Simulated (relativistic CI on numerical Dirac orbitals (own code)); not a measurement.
**One change at a time: Ga¹¹⁺**

Base calculation: Dirac-Coulomb-Breit CI, orbitals from a KLI potential per configuration, model QED (radiative potential, 1s self-energy scaled to tabulated hydrogen-like ionisation energies), unscaled Slater integrals.

CI space (outside the closed core [Ne]): 3s²3p⁶3d², 3s²3p⁵3d³, 3s3p⁶3d³, 3s²3p⁶3d4s, 3s²3p⁶3d4p, 3s²3p⁶3d4d, 3s²3p⁶4s², 3s²3p⁶3d4f, 3s²3p⁶4s4p, 3s²3p⁵3d²4s, 3s²3p⁶4p², 3s²3p⁶3d5s, 3s²3p⁶4s4d, 3s²3p⁶3d5p, 3s²3p⁵3d²4p, 3s²3p⁶4p4d, 3s²3p⁶3d5d, 3s²3p⁶3d5f, 3s²3p⁶3d5g, 3s²3p⁵3d²4d, 3s²3p⁶4d², 3s²3p⁶3d6s, 3s²3p⁶3d6p, 3s3p⁶3d²4s, 3s²3p⁶3d6d, 3s²3p⁵3d²4f, 3p⁶3d⁴, 3p⁵3d⁵. Double excitations out of closed p, d and f shells are left out; levels of such configurations are missing from the list, as are those of other unlisted configurations, and high levels can miss mixing partners. These lack a partner that the ground configuration has and come out too high: 3s²3p⁵3d²4s, 3s²3p⁵3d²4p, 3s²3p⁵3d²4d, 3s²3p⁵3d²4f.

Variants: (1) P86 correlation estimate; (2) only the first 3 configurations. Shifts of the energy above 3s²3p⁶3d² ³F2, in cm⁻¹, for the lowest level and the first level of each name with at least 55 % of one term (blank where a level changes its place among those of its configuration and J or its character, or is not in the variant):

```csv
Level,Base,Δ(1),Δ(2)
3s²3p⁶3d² ³F2,0,0,0
3s²3p⁶3d² ³F3,3862,0,+26
3s²3p⁶3d² ³F4,8280,0,+51
3s²3p⁶3d² ¹D2,31624,+3,-275
3s²3p⁶3d² ³P0,34482,+6,+55
3s²3p⁶3d² ³P1,36034,+6,+54
3s²3p⁶3d² ³P2,39884,+5,-15
3s²3p⁶3d² ¹G4,49521,+2,+162
3s²3p⁶3d² ¹S0,118873,-5,+410
3s²3p⁵3d³ ⁵S°2,567113,+979,-5042
3s²3p⁵3d³ ⁵D°2,569857,+979,-5043
3s²3p⁵3d³ ⁵D°3,570169,+979,-5049
3s²3p⁵3d³ ⁵D°1,570434,+980,-5038
3s²3p⁵3d³ ⁵D°0,571156,+980,-5034
3s²3p⁵3d³ ⁵D°4,572063,+979,-5051
3s²3p⁵3d³ ⁵F°5,581870,+979,-5048
3s²3p⁵3d³ ⁵F°1,584936,+980,-5042
3s²3p⁵3d³ ⁵F°2,585972,+980,-5042
3s²3p⁵3d³ ⁵F°3,586435,+979,-5046
3s²3p⁵3d³ ⁵G°6,596547,+979,-5075
3s²3p⁵3d³ ⁵G°5,603412,+979,-5070
3s²3p⁵3d³ ⁵G°4,607864,+979,-5066
```

At this charge energies of transitions that change n are usually good to better than 1 %, and those within a shell (Δn = 0) to a few per cent. Terms inside the open d or f shell come out 10 to 20 % too wide with unscaled integrals.

Ionisation energy from the two ground configurations alone: base 318.582 eV; P86 correlation estimate 320.18 eV. The NIST ASD value (theoretical) is 319 eV.

LS names give the leading component of a level, which can be under half, so a name can repeat, a term be missing and a line seem to break the LS rules.
